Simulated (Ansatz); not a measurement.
Input for Ansatz (an electronic-structure program): R-CCSD(T)/cc-pV(D+d)Z on H6OSi2 (SMILES [SiH3]O[SiH3]), a point of a torsion scan. Files ending in .json are basis or fitting sets from the Basis Set Exchange.

Ansatz 0.2 input:
```yaml
crystal:
  periodic: [false, false, false]
  atoms:
    - {symbol: Si, position_ang: [1.57812136, -0.16206530, 0.17422171]}
    - {symbol: O, position_ang: [0.17475686, -0.51016459, -0.54733820]}
    - {symbol: Si, position_ang: [-1.22241301, -0.90382355, -1.25709146]}
    - {symbol: H, position_ang: [2.60970715, -0.93659657, -0.51309275]}
    - {symbol: H, position_ang: [1.77711967, 1.27774786, 0.02170312]}
    - {symbol: H, position_ang: [1.44122353, -0.55351776, 1.57581225]}
    - {symbol: H, position_ang: [-1.38678356, -2.34774591, -1.09981912]}
    - {symbol: H, position_ang: [-1.10177589, -0.51463977, -2.66069952]}
    - {symbol: H, position_ang: [-2.26845944, -0.15362877, -0.56489224]}
basis:
  gaussian:
    orbitals: cc-pV_D+d_Z.json
magnetization: {spin_polarized: false}
correlation: {method: ccsd_t, electrons: outside_noble_gas}
scf: {lower_state_search: off}
```

Program output:

```
WARN ansatz: RAYON_NUM_THREADS=2 ignored (pool sized by the plan → 2); use --threads N
Functional definition: HF
these checks for a lower state are left out or cut short: stability, starts, cluster_reference, orbital_swaps, neighbouring_geometries, increment
integrals: 0.10 GiB planned
895 factors; integrals over basis functions are off by at most 1.1e-3 eV
mean field: 0.19 GiB planned
mean field evaluation 1: about -17856.4098 eV, gradient 3.3e1 eV
mean field evaluation 2: about -17856.4127 eV, gradient 3.3e1 eV
mean field evaluation 4: about -17858.9291 eV, gradient 2.7e0 eV
mean field evaluation 8: about -17858.9602 eV, gradient 2.7e-4 eV
mean field -17858.96019020 eV, -656.3046817520 hartree, gradient 1.5e-6 eV, S^2 0.000000; 0 other end points of the search recorded, 0 dependent functions left out
11 core orbitals not correlated
reference -17858.96019020 eV, -656.3046817520 hartree; 10, 10 occupied and 69, 69 virtual orbitals, 895 factors
second order -10.50823458 eV of doubles, -0.00000000 eV of singles
coupled cluster: 0.26 GiB planned
cycle   1  -11.33296038 eV  change   -8.2e-1 eV  update   8.5e-2
cycle   2  -11.73626805 eV  change   -4.0e-1 eV  update   2.5e-2
cycle   3  -11.81063248 eV  change   -7.4e-2 eV  update   1.1e-2
cycle   4  -11.80533571 eV  change    5.3e-3 eV  update   2.3e-3
cycle   5  -11.80549942 eV  change   -1.6e-4 eV  update   6.7e-4
cycle   6  -11.80548644 eV  change    1.3e-5 eV  update   1.5e-4
cycle   7  -11.80540273 eV  change    8.4e-5 eV  update   4.0e-5
cycle   8  -11.80539645 eV  change    6.3e-6 eV  update   1.0e-5
perturbative correction -0.23024449 eV, -0.0084613291 hartree
Total energy: -17870.99583115 eV, -656.7469833988 hartree
Checks for a lower state left out: stability, starts, cluster_reference, orbital_swaps, neighbouring_geometries, increment
```

Self-consistency was reached.

Cost: about 2.9 core-seconds (a rough figure).
